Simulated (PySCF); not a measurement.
Geometry (Å), atoms numbered from 1 in this order:
```xyz
20

C    -2.219   -1.719    0.073
C    -1.646   -0.592   -0.368
C    -2.457    0.499   -1.007
C    -0.164   -0.328   -0.265
C     0.672   -1.509    0.201
O     2.042   -1.177    0.272
B     2.419    0.095    0.560
O     1.526    1.099    0.763
C     0.141    0.863    0.645
H    -1.657   -2.527    0.547
H    -3.296   -1.873   -0.033
H    -2.018    0.807   -1.971
H    -3.492    0.176   -1.186
H    -2.494    1.401   -0.374
H     0.194   -0.057   -1.278
H     0.564   -2.359   -0.491
H     0.333   -1.849    1.196
H     3.595    0.346    0.636
H    -0.288    0.678    1.646
H    -0.318    1.784    0.256
```

Calculated, not measured (PySCF): geometry from PBE0-D3(BJ)/def2-SVP, shielding tensors at PBE0/pcSseg-1 (GIAO). Isolated molecule, non-relativistic Hamiltonian, equivalent nuclei averaged, a single conformation.

δ = σ(ref) − σ, references computed at the same level: TMS for 13C (σ = 184.41 ppm).

Do the 13C shifts follow the atomic charges (in e)? Tabulate both.

## Answers


```csv
atoms,hybridisation,δ (ppm),σ para (ppm),Hirshfeld,IAO,Mulliken,ESP-fitted
C2,sp2,151.3,-227,+0.02,+0.03,-0.37,+0.04
C1,sp2,117.5,-186,-0.11,-0.34,-0.09,-0.51
C5/C9,sp3,66.5,-130,+0.01,-0.05,+0.17,+0.40
C4,sp3,44.3,-116,-0.04,-0.15,-0.39,-0.09
C3,sp3,25.7,-87,-0.11,-0.42,-0.17,-0.39
```

Correlation coefficients of δ with charge over these carbons: Hirshfeld +0.36, IAO +0.48, Mulliken -0.16, ESP-fitted +0.05; with the paramagnetic shielding -1.00. With so few points, grouped by hybridisation, these coefficients are fragile. Charge is one influence among several: hybridisation and low-lying excitations act through the paramagnetic term.

Shifts are as computed. Against solution values, carbons near 30 ppm lie about +2 ppm off and those near 130 ppm about +5 ppm. Of 1309 compounds with measured shifts, 239 miss one by over three times the rms of a fit or turn the order of signals round; such compounds aren't used in these exercises.
